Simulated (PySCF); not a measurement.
Computed IR spectrum (relative IR intensity) of a molecule C₅H₅Cl. Geometry optimised at PBE-D3(BJ)/def2-SVP. One conformer was computed; it need not be the lowest. Method: PBE-D3(BJ)/def2-SVP (PySCF). Frequencies are harmonic and unscaled.

Lines under 2 % of the strongest are left out, and lines within 2 cm⁻¹ are merged.

ν (cm⁻¹): 329 (w), 406 (w), 577 (w), 641 (m), 646 (m), 662 (s), 688 (w), 851 (s), 878 (w), 1116 (s), 1185 (m), 1264 (m), 1349 (w), 1366 (w), 1661 (s), 2174 (vw), 2956 (w), 3014 (w), 3409 (vs) (against the strongest line: vs over 80 %, s over 45 %, m over 15 %, w over 4 %, vw less)

Q: Which structure fits?
A. CC#C/C=C\Cl
B. C=C(Cl)C#CC
C. C#CCC(=C)Cl
D. ClC1=CC=CC1

A: C, C#CCC(=C)Cl
